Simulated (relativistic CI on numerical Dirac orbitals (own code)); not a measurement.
## Co3+ in a cubic cluster: L2,3 absorption with charge transfer

Computed with a charge-transfer multiplet model of a cubic metal-ligand cluster with up to 3 ligand holes, Slater and spin-orbit integrals from Dirac-Coulomb-Breit ions, Slater integrals scaled by 0.8. The ground state mixes d6 with configurations of k ligand holes L, whose averages lie at kΔ + k(k − 1)U_dd/2; a core hole lowers each added d electron by U_cd. 300 K, Lorentzian 0.4 eV and Gaussian 0.3 eV FWHM.

Atomic integrals in eV (Slater integrals scaled, ζ unscaled), ground: F2dd 10.085, F4dd 6.299, zeta_d 0.071; with the core hole: F2dd 10.695, F4dd 6.685, zeta_d 0.093, zeta_core 9.664, F2cd 6.345, G1cd 4.816, G3cd 2.738.

Cluster parameters (eV): U_dd = 7.5, U_cd = 8.7, 10Dq = 1.2, 10Dq(ligand) = 0.1, V(eg) = 3.45, V(t2g) = -1.71, final-state hopping factor = 0.9.

```csv
Case,n_d,d6,d7L,d8L2,d9L3,S
Δ = 1 eV,6.80,0.35,0.52,0.13,0.01,0.03
Δ = 3 eV,6.64,0.45,0.46,0.08,0.00,0.04
Δ = 4 eV,6.57,0.50,0.43,0.07,0.00,0.04
Δ = 5 eV,6.50,0.55,0.39,0.05,0.00,0.05
Δ = 6 eV,6.45,0.60,0.36,0.04,0.00,0.06
```

Weights, n_d and S are thermal averages at 300 K. Photon energies count from the first peak over 30 % of the highest in each spectrum, which can be another peak from case to case. The parameters are a model scan and need not match a compound or its usual spin state. Peaks in eV (height, largest 100):
- Δ = 1 eV: -1.7 (6), 0.0 (100), 2.1 (19), 4.7 (6), 14.4 (61), 15.9 (12)
- Δ = 3 eV: -1.8 (7), 0.0 (100), 2.1 (26), 5.4 (5), 14.3 (59), 15.7 (16)
- Δ = 4 eV: -1.9 (7), 0.0 (100), 2.1 (30), 14.3 (55), 15.6 (18)
- Δ = 5 eV: -1.9 (8), 0.0 (100), 2.0 (35), 14.2 (49), 15.6 (20)
- Δ = 6 eV: -2.1 (8), 0.0 (100), 1.9 (39), 3.5 (6), 14.2 (44), 15.4 (21)

For the case Δ = 3 eV, Δ = 3 eV is smaller than U_dd = 7.5 eV, the charge-transfer side of the Zaanen-Sawatzky-Allen scheme. With the core hole the configuration with one ligand hole lies at Δ + U_dd − U_cd = -0.2, 1.8, 2.8, 3.8, 4.8 eV from the one without, in the order of the table; where this is negative the screened configuration lies lower, though the effective hopping of about 5.6 eV (from the holes of the mixed ground state) mixes the two strongly wherever it is as large as the gap.
